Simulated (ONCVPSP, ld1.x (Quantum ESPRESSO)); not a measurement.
# Potentials for oxygen compared

Generated with ld1.x 7.5 (TM, RRKJ, ultrasoft, PAW), atompaw 4.2 or ONCVPSP 4.0.1. The cutoff is in Ry: for ld1.x and atompaw files where the sum of valence levels is converged to 10 mRy in a Bessel basis, for ONCV files where the hardest occupied wave has 1 mHa per electron of residual kinetic energy. The error is the largest all-electron minus pseudo excitation energy over each file’s own four to seven test configurations (ionisations up to +4, promotions, holes and added fractions of an electron), all of which were solved. The labels leave out finer settings (local radius, basis sizes, second energies), which also bear on the numbers. Spin-polarised tests are not counted. The rows are a selection from randomly drawn settings: files with unsolved tests, undetermined cutoffs or missed reference levels are left out.

A true bound ghost makes a file unfit for plane-wave use even where its test errors are small: the radial tests pick states by their node count and pass the ghost by.

```tsv
potential	cutoff (Ry)	largest error (meV)	bound ghosts
ONCV, LDA (Perdew-Wang 92), scalar-relativistic, rc 0.95/1.20/1.15 (spd), local smoothed, core correction yes, reference 2s1.5 2p4.5, qcut 5.4/14.1/7.9, projectors 1/1/2	419	+876	none
ONCV, PBEsol, non-relativistic, rc 0.80/1.70/1.80 (spd), local s, core correction no, reference 2s1 2p5, qcut 13.2/12.9/8.9, projectors 0/2/1	97	+337	none
TM, PBE, scalar-relativistic, rc 0.85/1.38/2.10 (spd), local p, core correction yes, reference 2s2 2p4	80	+426	none
ONCV, PBEsol, scalar-relativistic, rc 0.60/1.80/1.90 (spd), local smoothed, core correction no, reference 2s2 2p3.75, qcut 10.1/9.7/5.1, projectors 2/2/1	1098	+291	s
```

(1) Fill in the row for O: ONCV, PBE, scalar-relativistic, rc 0.75/1.05/1.15 (spd), local smoothed, core correction yes, reference 2s2 2p4, qcut 9.5/8.7/8.6, projectors 2/2/2.

(2) Fill in the row for O: ONCV, LDA (Perdew-Zunger), scalar-relativistic, rc 0.70/1.60/1.65 (spd), local smoothed, core correction yes, reference 2s2 2p4, qcut 10.3/10.3/5.3, projectors 3/2/1.

Results:

(1) cutoff 153 Ry, largest error +882 meV, bound ghosts: d.

(2) cutoff 84 Ry, largest error +803 meV, bound ghosts: s.
